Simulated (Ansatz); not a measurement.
Geometry optimisation, RKS PBE/def2-SVP (Ansatz 0.2.0).

Input:

```yaml
crystal:
  periodic: [false, false, false]
  atoms:
    - { symbol: Hf, position_ang: [0.56844, -0.291935, -0.393945] }
    - { symbol: O, position_ang: [-0.656102, -0.308983, 2.620744] }
    - { symbol: H, position_ang: [-1.349077, -0.994721, 2.669841] }
    - { symbol: Cl, position_ang: [1.713663, -0.402297, -2.41867] }
    - { symbol: Cl, position_ang: [0.120115, 1.98594, -0.137553] }
    - { symbol: Cl, position_ang: [-1.371972, -1.559646, -0.751419] }
    - { symbol: Cl, position_ang: [2.125917, -1.29369, 1.255576] }
    - { symbol: H, position_ang: [0.172116, -0.802468, 2.853225] }
basis:
  gaussian: { orbitals: def2-SVP }
hamiltonian:
  xc: pbe
relax:
  f_tol: 0.03
  max_steps: 50
output:
  orbitals: {}
```

Command:

```bash
$ ansatz run input.yaml --threads 4 --pin off --max-ram 5120MiB --backend cpu --events-out ev --progress --plain --runs-dir out
```

Q: Where does it end, and by what steps?

A: The forces met the threshold. After 8 steps the energy has fallen by 0.546 eV; O2 moved furthest, 0.55 Å. Joined: Hf1–O2 (3.25 → 2.37 Å).

```json
{"step": "0", "energy less start (eV)": "0.0000", "largest force component (eV/Å)": "1.241", "accepted": "yes"}
{"step": "1", "energy less start (eV)": "-0.1586", "largest force component (eV/Å)": "1.182", "accepted": "yes"}
{"step": "2", "energy less start (eV)": "-0.3225", "largest force component (eV/Å)": "1.134", "accepted": "yes"}
{"step": "3", "energy less start (eV)": "-0.4484", "largest force component (eV/Å)": "1.562", "accepted": "yes"}
{"step": "4", "energy less start (eV)": "-0.5077", "largest force component (eV/Å)": "0.864", "accepted": "yes"}
{"step": "5", "energy less start (eV)": "-0.5304", "largest force component (eV/Å)": "0.249", "accepted": "yes"}
{"step": "6", "energy less start (eV)": "-0.5439", "largest force component (eV/Å)": "0.045", "accepted": "yes"}
{"step": "7", "energy less start (eV)": "-0.5443", "largest force component (eV/Å)": "0.074", "accepted": "yes"}
{"step": "8", "energy less start (eV)": "-0.5464", "largest force component (eV/Å)": "0.010", "accepted": "yes"}
```

```xyz
8
Properties=species:S:1:pos:R:3
Hf 0.492 -0.292 -0.044
O -0.476 -0.429 2.112
H -1.307 -0.946 2.141
Cl 1.490 -0.531 -2.158
Cl 0.180 2.037 0.058
Cl -1.484 -1.565 -0.466
Cl 2.301 -1.136 1.269
H 0.127 -0.806 2.785
```

Whether the end is a true minimum wasn't checked by a vibrational analysis.

Run time: 18 s on 4 threads of Arm Neoverse V2 (shared host), peak memory 0.21 GiB.
